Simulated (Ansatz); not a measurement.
Basis sets compared for HfS2⁻. Charge -1, multiplicity 2. Geometry PBE-D4/def2-TZVPD. Ansatz on 4 threads of Intel Xeon on a shared host; times are rough, and most runs start from earlier orbitals.

Cartesian coordinates in Å:
```
Hf -0.205 0.097 -0.771
S 1.025 1.655 0.355
S -0.820 -1.752 0.416
```

In the def2 sets Hf takes a core potential; there is no spin–orbit coupling. The structure comes from a short search, and lower isomers may exist.

```
            level  functions  energy (Eh)  HOMO (eV)  LUMO (eV)  wall time
 PBE-D4/def2-SVPD         89    -843.9801      -0.31       0.67      2.6 s
PBE0-D4/def2-SVPD         89    -844.0026      -1.20       1.29      4.6 s
```

(1) Estimate the rows for PBE-D4/def2-TZVPD, PBE0-D4/def2-TZVPD.

Results:

(1) 
| level | functions | energy (Eh) | HOMO (eV) | LUMO (eV) | wall time |
| --- | --- | --- | --- | --- | --- |
| PBE-D4/def2-TZVPD | 135 | -844.2528 | -0.31 | 0.66 | 3.5 s |
| PBE0-D4/def2-TZVPD | 135 | -844.2741 | -1.20 | 1.29 | 4.9 s |
